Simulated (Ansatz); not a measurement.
CH6O3Si2 can be A, `O=C(O)O[SiH2][SiH3]`, or B, `O[Si]1(O[SiH3])CO1`.

Calculated with Ansatz (gas phase, PBE0-D4/def2-TZVP geometries, no zero-point term in ΔE). CBS: MP2 limit from def2 TZ/QZ plus the TZ coupled-cluster correction, frozen cores. DFT in def2-TZVPP. B3LYP here is the variant with VWN-RPA as its local correlation; programs differ in this. One conformer a species, not always the lowest.

A:

```xyz
12

O    -0.5132   -1.5970    0.1905
C    -0.4260   -1.3021   -0.9777
O    -1.0259   -1.9568   -1.9677
O     0.2712   -0.2882   -1.4473
Si    1.1294    0.6525   -0.3126
Si   -0.2322    1.2563    1.4926
H    -1.5175   -2.6799   -1.5590
H     2.3257   -0.1194    0.1081
H     1.5576    1.8059   -1.1396
H    -1.6468    1.3060    1.0387
H    -0.0834    0.3051    2.6196
H     0.1610    2.6175    1.9545
```

B:

Z-matrix (Å, degrees):
```
Si
O 1 1.606
O 1 1.633 2 120.0
O 1 1.620 2 105.5 3 -138.9
C 1 1.789 2 124.0 3 62.8
Si 2 1.645 1 143.2 3 -31.8
H 4 0.959 1 116.5 2 171.3
H 5 1.088 1 123.7 2 159.7
H 5 1.088 1 122.9 2 -7.5
H 6 1.482 2 107.7 1 -151.9
H 6 1.483 2 109.5 1 88.4
H 6 1.485 2 110.0 1 -32.2
```

(1) Which isomer does CCSD(T)/CBS put lower? Give the gap. (An estimate is asked.)

(2) Give E(B) − E(A) in kJ/mol with B3LYP-D4, PBE0-D4, PBE-D4, B3LYP, MP2/def2-TZVPP, r2SCAN-D4, ωB97M-V. (An estimate is asked.)

Largest T1 diagnostic: 0.015.

Answers

(1) Computed: B, by 220.7 kJ/mol.

(2) Computed: B3LYP-D4 -195.0, PBE0-D4 -178.7, PBE-D4 -163.9, B3LYP -195.5, MP2/def2-TZVPP -229.5, r2SCAN-D4 -194.6, ωB97M-V -206.3. None reverses the order clearly.

In def2-TZVPP, CCSD(T) changes the Hartree–Fock value by −9.3 kJ/mol (the triples alone add +4.7 kJ/mol) and MP2 by −30.7 kJ/mol. From PBE to PBE0 (25 % exact exchange), in def2-TZVPP and without D4, E(B) − E(A) moves by −14.8 kJ/mol.
